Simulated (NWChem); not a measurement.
System: CH5FOSi; SMILES O[SiH2]CF

```xyz
9

O     -0.9683     1.4355    -0.2959
Si     0.4665     0.7080     0.1314
C      0.5004    -1.1117    -0.3976
F     -0.4999    -1.7934     0.2790
H     -1.7610     1.1028     0.1358
H      1.5456     1.4459    -0.5817
H      0.6852     0.7499     1.6104
H      1.4754    -1.5794    -0.1665
H      0.3341    -1.2212    -1.4844
```
Atoms are numbered in this order, from 1.

Program: NWChem. Geometry: optimised at PBE0/def2-SVP. Level: PBE0/def2-SVP with SMD (1 M gas to 1 M solution), gas-phase geometry. Reactions with the solvent are ignored.

Problem. Predict the results for solvent toluene. Quantities: solvation free energy (kcal/mol); cavity-dispersion-structure term (kcal/mol); dipole in solution (D).

Solution. 
| Property | Result |
|---|---|
| solvation free energy (kcal/mol) | -2.9 |
| cavity-dispersion-structure term (kcal/mol) | -0.5 |
| dipole in solution (D) | 0.62 |
